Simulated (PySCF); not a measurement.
PySCF job for C₂H₆Si, SMILES C=C[SiH3], IEF-PCM-B3LYP/def2-SVP. Geometry optimised at B3LYP-D3(BJ)/def2-TZVP.

```python
import numpy as np
from pyscf import gto, scf, dft
from pyscf.solvent import pcm

mol = gto.M(
    atom='''
    Si    0.07747856    1.07892410    0.00000000
    C    -0.52742306   -0.68279400    0.00000000
    C     0.28133368   -1.74059066   -0.00000000
    H    -0.41607340    1.80362719    1.19682676
    H     1.55945638    1.08303705   -0.00000000
    H    -0.41607341    1.80362718   -1.19682676
    H    -1.60066687   -0.86200569    0.00000000
    H    -0.09597674   -2.75795063    0.00000000
    H     1.36117048   -1.63496456   -0.00000000
    ''',
    basis='def2-SVP',
    charge=0,
    spin=0,
    max_memory=1600,
    verbose=3,
)
mf = dft.RKS(mol, xc='b3lyp').density_fit(auxbasis='def2-universal-jkfit')
mf.grids.level = 3
mf.conv_tol = 1e-9
mf.max_cycle = 100
mf.kernel()
res = {}
for name, eps in {'water': 78.355, '1-octanol': 9.8629, 'ethylethanoate': 5.9867}.items():
    s = mf.PCM()
    s.with_solvent.method, s.with_solvent.eps, s.with_solvent.lebedev_order = 'IEF-PCM', eps, 29
    s.kernel(mf.make_rdm1())
    res[name] = (s.e_tot, eps, s.dip_moment(), s.mo_energy, s.converged)
    print(f'{name}: electrostatic solvation free energy {(s.e_tot - mf.e_tot) * 627.509474:.3f} kcal/mol')
```

Output:

```
converged SCF energy = -369.154281228615

WARN: PCM is an experimental feature. It is still in testing.
Features and APIs may be changed in the future.

converged SCF energy = -369.155642251188
Dipole moment(X, Y, Z, Debye): -0.15277, -0.86763,  0.00000
water: electrostatic solvation free energy -0.854 kcal/mol

WARN: PCM is an experimental feature. It is still in testing.
Features and APIs may be changed in the future.

converged SCF energy = -369.155443792018
Dipole moment(X, Y, Z, Debye): -0.14925, -0.84354,  0.00000
1-octanol: electrostatic solvation free energy -0.730 kcal/mol

WARN: PCM is an experimental feature. It is still in testing.
Features and APIs may be changed in the future.

converged SCF energy = -369.155312266256
Dipole moment(X, Y, Z, Debye): -0.14682, -0.82712,  0.00000
ethylethanoate: electrostatic solvation free energy -0.647 kcal/mol
```

The run converged.

Cost: around 40 core-seconds (rough).
